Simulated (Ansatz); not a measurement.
One change: `CS[SiH](Cl)Cl` becomes `[SiH3]C[SiH](Cl)Cl`.

Ansatz, PBE0-D4/def2-TZVP geometries, multiplicity 1. Each molecule was computed in one conformer, which needn't be the lowest.

```csv
property,`CS[SiH](Cl)Cl`
HOMO energy (ωB97M-V/def2-TZVPP) / eV,-9.67
zero-point energy (PBE0-D4/def2-TZVP) / kJ/mol,136.6
HOMO energy (B3LYP/def2-TZVPP) / eV,-7.24
LUMO energy (B3LYP/def2-TZVPP) / eV,-0.67
HOMO–LUMO gap (PBE0/def2-TZVPP) / eV,7.05
HOMO–LUMO gap (PBE/def2-TZVPP) / eV,4.87
```

Question: What does the change do to each property? (Estimate.)

Answer: Ansatz gave: 
```json
{"property": "HOMO energy (ωB97M-V/def2-TZVPP) / eV", "`[SiH3]C[SiH](Cl)Cl`": "-10.99", "shift": "-1.32"}
{"property": "zero-point energy (PBE0-D4/def2-TZVP) / kJ/mol", "`[SiH3]C[SiH](Cl)Cl`": "169.5", "shift": "32.9"}
{"property": "HOMO energy (B3LYP/def2-TZVPP) / eV", "`[SiH3]C[SiH](Cl)Cl`": "-8.57", "shift": "-1.33"}
{"property": "LUMO energy (B3LYP/def2-TZVPP) / eV", "`[SiH3]C[SiH](Cl)Cl`": "0.08", "shift": "0.75"}
{"property": "HOMO–LUMO gap (PBE0/def2-TZVPP) / eV", "`[SiH3]C[SiH](Cl)Cl`": "9.05", "shift": "2.00"}
{"property": "HOMO–LUMO gap (PBE/def2-TZVPP) / eV", "`[SiH3]C[SiH](Cl)Cl`": "6.83", "shift": "1.96"}
```

With PBE0 the HOMO falls by 1.30 eV and the LUMO rises by 0.70 eV, so the gap widens by about 2.00 eV. PBE moves the HOMO by -1.22 eV and ωB97M-V by -1.32 eV. The zero-point energy changes by 32.9 kJ/mol with +6 modes.

B3LYP here is the variant with VWN-RPA as its local correlation; programs differ in this.
